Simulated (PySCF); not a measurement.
H4HfS, SMILES [SH][HfH3], multiplicity 1.

The structure is a stationary point at PBE0-D3(BJ)/def2-TZVP. The multiplicity is an assumed one; other spin states were not compared. The def2 effective core potentials stand for the cores of Hf; spin–orbit coupling is left out.

The numbers are results of PBE/def2-TZVPD in PySCF, not measurements.

Symmetry labels are those of the subgroup Cs that the program uses (full group Cs).

Computed valence orbital energies around the gap with their symmetry:
| orbital | symmetry | energy (eV) |
|---|---|---|
| HOMO−7 | A" | -34.17 |
| HOMO−6 | A' | -18.15 |
| HOMO−5 | A' | -10.50 |
| HOMO−4 | A' | -8.55 |
| HOMO−3 | A' | -7.59 |
| HOMO−2 | A" | -7.25 |
| HOMO−1 | A' | -7.15 |
| HOMO | A" | -6.93 |
| LUMO | A' | -3.04 |
| LUMO+1 | A" | -2.91 |
| LUMO+2 | A' | -2.50 |
| LUMO+3 | A' | -2.11 |
